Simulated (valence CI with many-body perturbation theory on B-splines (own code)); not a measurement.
Values are calculated unless marked as measured or tabulated.
**Level structure of Ba⁵¹⁺**

Method: relativistic CI+MBPT: three valence electrons over a frozen Dirac-Fock core [He], a basis of 11 s, 11 p, 10 d, 8 f, 5 g, 2 h functions for each j, with the one-electron correlation potential Σ1 (screened to all orders), the two-electron term Σ2, the three-electron term Σ3, Breit, model QED; selected single and double excitations, second order for the rest, scaled by the run's own slope (own B-spline code, finite nucleus).

No measured spectrum was set against this ion. As an estimate, large intervals hold to a few tenths of a per cent, small ones and those within an open d or f shell to about a per cent.

Levels 136 to 167 of 167, with energies above the lowest level, (2s^2 2p1/2) J=1/2. "Leading %" is the weight of the configuration and term that name the level; weights of strongly mixed levels are sums over their largest components and can fall short. In the jj column 3d3/2^4 stands for four electrons in 3d with j = 3/2.

```tsv
No.	Configuration	Term	J	E (× 10³ cm⁻¹)	Leading %	g	Second component	Leading jj
136	2s 2p 4s	2P°	1/2	62328	85	0.927	15 % 2s 2p 4s 4P°	2s 2p1/2 4s (99 %)
137	2s 2p 4p	4D	3/2	62457	44	1.126	29 % 2s 2p 4p 2D	2s 2p1/2 4p1/2 (99 %)
138	2s 2p 4p	4P	1/2	62520	45	1.833	20 % 2s 2p 4p 2S	2s 2p1/2 4p1/2 (99 %)
139	2s 2p 4p	4P	3/2	62709	30	1.369	25 % 2s 2p 4p 4D	2s 2p1/2 4p3/2 (100 %)
140	2s 2p 4d	4F°	3/2	62828	60	0.677	14 % 2s 2p 4d 2D°	2s 2p1/2 4d3/2 (100 %)
141	2s 2p 4p	2P	1/2	62899	46	1.294	17 % 2s 2p 4p 4P	2s 2p1/2 4p3/2 (98 %)
142	2s 2p 4p	4D	5/2	62900	45	1.338	37 % 2s 2p 4p 2D	2s 2p1/2 4p3/2 (99 %)
143	2s 2p 4p	2D	3/2	62908	42	1.287	20 % 2s 2p 4p 2P	2s 2p1/2 4p3/2 (99 %)
144	2s 2p 4d	4F°	5/2	62963	37	1.203	30 % 2s 2p 4d 4D°	2s 2p1/2 4d5/2 (90 %)
145	2s 2p 4d	2F°	5/2	63016	34	1.083	26 % 2s 2p 4d 2D°	2s 2p1/2 4d3/2 (88 %)
146	2s 2p 4f	4G	5/2	63035	45	0.841	19 % 2s 2p 4f 4F	2s 2p1/2 4f5/2 (100 %)
147	2s 2p 4d	2P°	3/2	63045	25	1.097	21 % 2s 2p 4d 4D°	2s 2p1/2 4d3/2 (97 %)
148	2s 2p 4d	4D°	1/2	63052	57	0.422	37 % 2s 2p 4d 2P°	2s 2p1/2 4d3/2 (99 %)
149	2s 2p 4f	4F	7/2	63092	26	1.145	24 % 2s 2p 4f 4D	2s 2p1/2 4f7/2 (100 %)
150	2s 2p 4d	4F°	7/2	63152	38	1.240	36 % 2s 2p 4d 2F°	2s 2p1/2 4d5/2 (99 %)
151	2s 2p 4d	2F°	5/2	63176	44	1.139	24 % 2s 2p 4d 4P°	2s 2p1/2 4d5/2 (98 %)
152	2s 2p 4d	2D°	3/2	63178	39	1.093	37 % 2s 2p 4d 2P°	2s 2p1/2 4d5/2 (97 %)
153	2s 2p 4f	4G	7/2	63226	35	1.000	34 % 2s 2p 4f 2G	2s 2p1/2 4f5/2 (99 %)
154	2s 2p 4f	4F	3/2	63230	50	0.651	37 % 2s 2p 4f 2D	2s 2p1/2 4f5/2 (99 %)
155	2s 2p 4f	4G	5/2	63231	31	0.930	23 % 2s 2p 4f 2F	2s 2p1/2 4f5/2 (99 %)
156	2s 2p 4f	2G	9/2	63283	37	1.186	34 % 2s 2p 4f 4G	2s 2p1/2 4f7/2 (99 %)
157	2s 2p 4f	2D	5/2	63290	37	1.067	30 % 2s 2p 4f 2F	2s 2p1/2 4f7/2 (99 %)
158	2s 2p 4f	2G	7/2	63290	33	1.139	32 % 2s 2p 4f 4D	2s 2p1/2 4f7/2 (99 %)
159	2p2 4s	4P	1/2	63807	47	2.001	28 % 2p2 4s 2S	2p1/2^2 4s (97 %)
160	2p2 4p	2P°	1/2	63964	44	0.659	39 % 2p2 4p 4D°	2p1/2^2 4p1/2 (98 %)
161	2p2 4p	2P°	3/2	64404	33	1.331	20 % 2p2 4p 4D°	2p1/2^2 4p3/2 (98 %)
162	2p2 4d	2D	3/2	64514	40	0.792	33 % 2p2 4d 4F	2p1/2^2 4d3/2 (98 %)
163	2p2 4d	2D	5/2	64662	34	1.197	19 % 2p2 4d 4D	2p1/2^2 4d5/2 (98 %)
164	2p2 4f	2F°	5/2	64710	39	0.852	30 % 2p2 4f 4G°	2p1/2^2 4f5/2 (98 %)
165	2p2 4f	2F°	7/2	64769	35	1.139	18 % 2p2 4f 2G°	2p1/2^2 4f7/2 (98 %)
166	2s 2p 4s	4P°	5/2	65528	100	1.582		2s 2p3/2 4s (100 %)
167	2s 2p 4s	2P°	3/2	65580	82	1.381	18 % 2s 2p 4s 4P°	2s 2p3/2 4s (100 %)
```
